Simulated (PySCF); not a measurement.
A side-by-side comparison of computed properties.

First species: C2H7FS2Si.
SMILES with atom numbers: `[F:1][CH2:2][S:3][CH2:4][S:5][SiH3:6]` (hydrogens: H7, H8 on C2; H9, H10 on C4; H11, H12, H13 on Si6)

Structure used (GFN2-xTB), in Å, numbered top down from 1:
```
atom  x, y, z in Å
F1    -3.1488   -0.7307   -0.1416
C2    -2.2427    0.1957   -0.5564
S3    -1.1480    0.7072    0.7916
C4    -0.0935   -0.7749    0.8391
S5     0.9373   -0.9996   -0.6413
Si6    2.3820    0.5719   -0.3567
H7    -1.6377   -0.2526   -1.3504
H8    -2.7872    1.0771   -0.8998
H9    -0.7353   -1.6491    0.9198
H10    0.5348   -0.6820    1.7205
H11    1.6652    1.8391   -0.3705
H12    3.2628    0.3782   -1.4926
H13    3.0067    0.3201    0.9367
```

Second species: C5H7O2P.
SMILES: `C#C[P@@](C)(=O)C(C)=O`

Levels: PBE0/def2-SVPD for dipole moment, HOMO energy, LUMO energy, HOMO–LUMO gap, static isotropic polarisability and electronic spatial extent ⟨r²⟩ about the centre of nuclear charge; TDDFT PBE0/def2-SVPD for lowest singlet excitation; TDA PBE0/def2-SVPD for lowest triplet excitation (Tamm–Dancoff); GFN2-xTB for rotational constant A and rotational constant C. Geometries: GFN2-xTB. Each structure is a single optimised conformer of the isolated species, non-relativistic unless stated. Electronic properties by PySCF.

Dipoles, sizes and rotational constants follow the conformer. The torsions of the flexible species, by atom-mapped SMILES:
- `[F:1][CH2:2][S:3][CH2:4][S:5][SiH3:6]`: F1–C2–S3–C4 76°, C2–S3–C4–S5 67°, S3–C4–S5–Si6 72°
- `[CH:1]#[C:2][P@@:3]([CH3:4])(=[O:5])[C:6]([CH3:7])=[O:8]`: C2–P3–C6–C7 -80°

| property | column X | column Y |
| --- | --- | --- |
| dipole moment | 1.75 D | 2.83 D |
| HOMO energy | -6.96 eV | -7.29 eV |
| LUMO energy | -0.28 eV | -1.86 eV |
| HOMO–LUMO gap | 6.68 eV | 5.43 eV |
| lowest singlet excitation | 5.35 eV | 3.55 eV |
| lowest triplet excitation (Tamm–Dancoff) | 4.92 eV | 2.97 eV |
| static isotropic polarisability | 95.5 au | 86.2 au |
| electronic spatial extent ⟨r²⟩ about the centre of nuclear charge | 1368 bohr² | 1099 bohr² |
| rotational constant A | 3.755 GHz | 2.020 GHz |
| rotational constant C | 0.832 GHz | 1.309 GHz |

**Question.** Which column belongs to which species?

**Answer.** Column X is the first species and column Y the second. The first has 13 atoms and 74 electrons, the second 15 and 68.

**Question.** How does each property change from the first species to the second?

**Answer.** dipole moment +1.08 D; HOMO energy -0.33 eV; LUMO energy -1.58 eV; HOMO–LUMO gap -1.25 eV; lowest singlet excitation -1.80 eV; lowest triplet excitation (Tamm–Dancoff) -1.95 eV; static isotropic polarisability -9.3 au; electronic spatial extent ⟨r²⟩ about the centre of nuclear charge -269 bohr²; rotational constant A -1.735 GHz; rotational constant C +0.477 GHz.

On the first: The principal polarisabilities are 82.3, 88.4 and 115.6 au; their mean is the isotropic value. The vertical singlet–triplet gap S1 − T1 is 0.43 eV (TDDFT singlet less Tamm–Dancoff triplet; S1: HOMO→LUMO, weight 0.84; T1: HOMO→LUMO, weight 0.52, beside HOMO→LUMO+1, weight 0.35).

On the second: The vertical singlet–triplet gap S1 − T1 is 0.58 eV (TDDFT singlet less Tamm–Dancoff triplet; S1: HOMO→LUMO, weight 0.94; T1: HOMO→LUMO, weight 0.91). The principal polarisabilities are 75.6, 85.4 and 97.6 au; their mean is the isotropic value.
